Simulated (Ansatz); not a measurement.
F3H3SiSn, SMILES [F][Sn]([F])([SiH3])[F].

Geometry optimised at B3LYP-D3(BJ)/def2-SVP. The structure was generated by enumeration; whether it is a known compound was not checked. The def2 effective core potentials stand for the cores of Sn; spin–orbit coupling is left out.

Two levels are set side by side: PBE/def2-SVPD (Ansatz, a first-principles code) and PBE0/def2-SVPD (Ansatz). Energy differences of separate SCF runs at the same geometry; the states with an electron removed or added have multiplicity 2 and 2. Differences are taken from unrounded values.

| quantity | PBE0 |
|---|---|
| vertical ionisation energy (eV) | 11.80 |
| vertical electron affinity (eV) | 0.66 |
| vertical singlet–triplet gap (eV) | 5.32 |

Problem. What does PBE give, and how far is it from PBE0? (Estimate from the structure and the level; the computed values follow.)

Solution. 
```csv
quantity,PBE,PBE minus PBE0
vertical ionisation energy (eV),11.29,-0.52
vertical electron affinity (eV),0.81,0.14
vertical singlet–triplet gap (eV),4.81,-0.50
```
